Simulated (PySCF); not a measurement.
Potential energy curve for BrF, singlet.

Computed with: UKS-LDA (SVWN5)/6-31G* = unrestricted LDA (SVWN5)/6-31G*, spherical d run with PySCF 2.14.0; RKS-LDA (SVWN5)/6-31G* = restricted LDA (SVWN5)/6-31G*, spherical d run with PySCF 2.14.0; UMP2 = MP2 on UHF/cc-pVDZ, 10 core orbitals frozen (PySCF); RKS-B3LYP = restricted B3LYP/cc-pVDZ (PySCF).

Energies are in kJ/mol, each relative to the lowest point of its own curve near equilibrium.

| R / Å | UKS-LDA (SVWN5)/6-31G* | RKS-LDA (SVWN5)/6-31G* | UMP2 | RKS-B3LYP |
|---|---|---|---|---|
| 1.32 | 653.1 | 653.1 | 725.4 | 719.0 |
| 1.40 | 370.0 | 370.0 | 423.5 | 420.2 |
| 1.49 | 175.8 | 175.8 | 211.7 | 210.6 |
| 1.59 | 59.7 | 59.7 | 80.4 | 80.3 |
| 1.64 | 28.2 | 28.2 | 42.7 | 42.9 |
| 1.70 | 7.0 | 7.0 | 15.1 | 15.4 |
| 1.75 | 0.0 | 0.0 | 3.5 | 3.6 |
| 1.82 | 2.1 | 2.1 | 0.0 | 0.0 |
| 1.86 | 8.0 | 8.0 | 3.1 | 3.0 |
| 1.91 | 18.9 | 18.9 | 55.0 | 10.8 |
| 2.04 | 59.3 | 59.3 | 136.2 | 44.4 |
| 2.16 | 103.9 | 103.9 | 169.4 | 84.5 |
| 2.37 | 178.8 | 183.0 | 192.4 | 158.7 |
| 2.61 | 242.4 | — | 200.6 | 235.7 |
| 2.92 | 298.9 | — | 203.9 | 314.5 |
| 3.14 | 326.4 | — | 203.7 | 356.2 |
| 3.53 | 354.1 | — | 203.8 | (withheld) |
| 3.86 | (withheld) | — | (withheld) | 433.4 |
| 4.33 | 368.6 | — | 205.1 | (withheld) |
| 4.71 | 370.8 | — | 205.3 | 465.1 |
| 5.26 | — | — | 205.4 | (withheld) |
| 6.18 | — | — | 205.5 | 478.6 |
| 7.00 | — | — | 205.5 | (withheld) |

Q: What belongs in the gaps?

A: 
- 3.53, RKS-B3LYP: 406.9
- 3.86, UKS-LDA (SVWN5)/6-31G*: 362.9
- 3.86, UMP2: 204.5
- 4.33, RKS-B3LYP: 455.3
- 5.26, RKS-B3LYP: 472.6
- 7.00, RKS-B3LYP: 481.9

A dash means that the run gave no value there, or that the column was ended at a point which the program doubted or which failed a test of continuity chosen for this set; such a test can also cut sound points.

The unrestricted determinant behind UKS-LDA (SVWN5)/6-31G* is spin-contaminated at 2.37 to 4.71, 6.18 to 7.00 Å (<S²> up to 1.0, against 0.00 for a pure singlet). The restricted form behind RKS-LDA (SVWN5)/6-31G*, RKS-B3LYP keeps the bonding electrons paired and can't separate into open-shell fragments. The unrestricted determinant behind UMP2 is spin-contaminated at 1.91 to 7.00 Å (<S²> up to 1.0, against 0.00 for a pure singlet). At the longest distance RKS-B3LYP leaves fractional charges on the fragments, a sign of delocalisation error or of the restricted form.
